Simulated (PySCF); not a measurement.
**Shapes and spin states of PdS₂**

Level of theory: PBE0/[Pd def2-SVP with ECP28, S def2-SVP], scalar-relativistic core potentials, density fitting, no spin–orbit coupling, PySCF.

Relaxations began from a few typed shapes and spin states; open shells are unrestricted. The search is not exhaustive: other isomers or separated fragments can lie lower, and high-lying points may rest on an excited occupation.

(1) Order these stationary points by electronic energy, lowest first, in kJ/mol from the lowest minimum.
A. broken-symmetry Ms = 0 (⟨S²⟩ 0.67) C2v: Pd–S 2.322 Å (×2), S–S 2.025 Å; Pd–S–S 64.2° (×2), S–Pd–S 51.7°
B. quintet D∞h: Pd–S 2.238 Å (×2); S–Pd–S 180.0°
C. singlet (closed shell, unstable to spin polarisation) C2v: Pd–S 2.308 Å (×2), S–S 2.030 Å; Pd–S–S 63.9° (×2), S–Pd–S 52.2°
D. triplet C2v: Pd–S 2.363 Å (×2), S–S 2.010 Å; Pd–S–S 64.8° (×2), S–Pd–S 50.4°
E. triplet C2v: Pd–S 2.148 Å (×2); S–Pd–S 97.8°
F. quintet C2v: Pd–S 2.203 Å (×2); S–Pd–S 131.1°
G. broken-symmetry Ms = 0 (⟨S²⟩ 1.01) C2v: Pd–S 2.366 Å (×2), S–S 2.011 Å; Pd–S–S 64.9° (×2), S–Pd–S 50.3°
H. singlet (closed shell, unstable to spin polarisation) Cs: Pd–S 2.160 Å, S–S 1.934 Å; Pd–S–S 118.5°

(2) Which of them are minima?

Results:

(1) D (0.0), A (6.7), G (13.9), C (18.2), H (85.4), E (137.0), F (153.9), B (163.9).

(2) By energy in kJ/mol, 0.0: minimum; 6.7: minimum; 13.9: minimum; 18.2: minimum of the closed-shell surface only; 85.4: minimum of the closed-shell surface only; 137.0: minimum; 153.9: minimum; 163.9: saddle point, 1 imaginary mode.

For the lowest minimum: other spin states or occupations of the open shell can lie lower.

The electron or spin density has lower symmetry than the nuclear frame for the broken-symmetry Ms = 0 (⟨S²⟩ 0.67) C2v at 6.7 kJ/mol, quintet D∞h at 163.9 kJ/mol.
